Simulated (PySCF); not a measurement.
Vertical excitations of a molecule CH₈FNSi₂ from TDA-PBE/def2-SVPD run with PySCF, as energy in eV (oscillator strength): 5.97 (0.006), 6.55 (0.011), 6.86 (0.029), 7.06 (0.002), 7.08 (0.004), 7.24 (0.094), 7.38 (0.011), 7.51 (0.013), 7.69 (0.001), 7.72 (0.027). Lowest triplet (TDA): 5.68 eV. Coordinates come from a PBE0-D3(BJ)/def2-SVP optimisation. The values are those of a single conformer.

### Question
Which molecule gave these data?
(A) F[SiH2]CN[SiH3]
(B) C[Si@@H](F)N[SiH3]
(C) N[SiH2]C[SiH2]F
(D) N[C@H]([SiH3])[SiH2]F

### Answer
B, C[Si@@H](F)N[SiH3]
